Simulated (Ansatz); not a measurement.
**Question.** Predict a relaxed structure of ReS₂, charge 0, doublet, at PBE0-D4/def2-TZVP (Ansatz).

**Answer.** 
```xyz
3

Re    0.5570   -0.0614   -0.4542
S     0.8226   -0.1373    1.6002
S    -1.3796    0.1987   -1.1460
```
Point group C2v (tolerance 0.1 Å). The metal has 2 neighbours: S 2.07 Å, S 2.07 Å. This is one stationary point.

In the def2 sets Re takes a core potential; there is no spin–orbit coupling. The charge 0 doublet is spin-contaminated (final ⟨S²⟩ up to 1.38, 0.75 for a pure state). At PBE0-D4/def2-TZVP a quartet of charge 0 lies 0.49 eV below the doublet, each at its own geometry. The structure comes from a short search, and lower isomers may exist.
